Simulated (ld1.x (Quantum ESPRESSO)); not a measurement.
**Ga TM semilocal: all-electron and pseudo phase curves**

| Property | Result |
| --- | --- |
| Element | Ga |
| Generator | ld1.x (Quantum ESPRESSO) 7.5 |
| Type | norm-conserving Troullier–Martins (semilocal form) |
| Functional | PBE |
| Relativity | scalar-relativistic |
| Frozen core | [Ar] |
| Valence charge | 13 |
| Reference configuration | 3d10 4s1 4p0 (charge +2) |
| Partial waves | 4p (bound, empty): rc 1.70 bohr; 3d (bound): rc 0.85 bohr; 4s (bound): rc 1.40 bohr |
| Local potential | the s channel |
| Core correction | a·sin(br)/r model core, default radius (core density twice the valence density) |

The phase is arctan(r·u′/u) with u = r·R(r), unwrapped; energies in Ry, scanned from -5 to 5 Ry. A pole is an energy at which the radial function vanishes at the test radius. The pseudo phase is shifted by a multiple of π to meet the all-electron one at the reference energy, and phase errors are pseudo minus all-electron; the curves can meet again beyond the range given. Levels narrower than the energy grid can be missing from the lists of poles.

```tsv
channel	radius (bohr)	reference energy (Ry)	poles, all-electron	poles, pseudo	unbroken range about the reference energy with phases within 0.05 rad	phase error 1 Ry above the reference energy (rad)
s	1.84	-1.92	2.59	1.83	below 2.0	-0.010
p	1.84	-1.30	4.25	3.35	below 3.3	-0.019
d	1.84	-2.89	-2.65	-2.65	below 1.6	+0.001
```

Phases in the p channel:

| E (Ry) | all-electron | pseudo |
| --- | --- | --- |
| -5.00 | 1.263 | 1.254 |
| -4.48 | 1.234 | 1.226 |
| -3.96 | 1.198 | 1.190 |
| -3.44 | 1.149 | 1.142 |
| -2.92 | 1.082 | 1.076 |
| -2.40 | 0.983 | 0.979 |
| -1.88 | 0.824 | 0.822 |
| -1.36 | 0.548 | 0.548 |
| -0.84 | 0.075 | 0.071 |
| -0.32 | -0.500 | -0.519 |
| 0.20 | -0.910 | -0.938 |
| 0.72 | -1.144 | -1.175 |
| 1.24 | -1.282 | -1.315 |
| 1.76 | -1.371 | -1.407 |
| 2.28 | -1.434 | -1.473 |
| 2.80 | -1.481 | -1.525 |
| 3.32 | -1.518 | -1.569 |
| 3.84 | -1.549 | -1.608 |
| 4.36 | -1.576 | -1.647 |
| 4.88 | -1.601 | -1.687 |
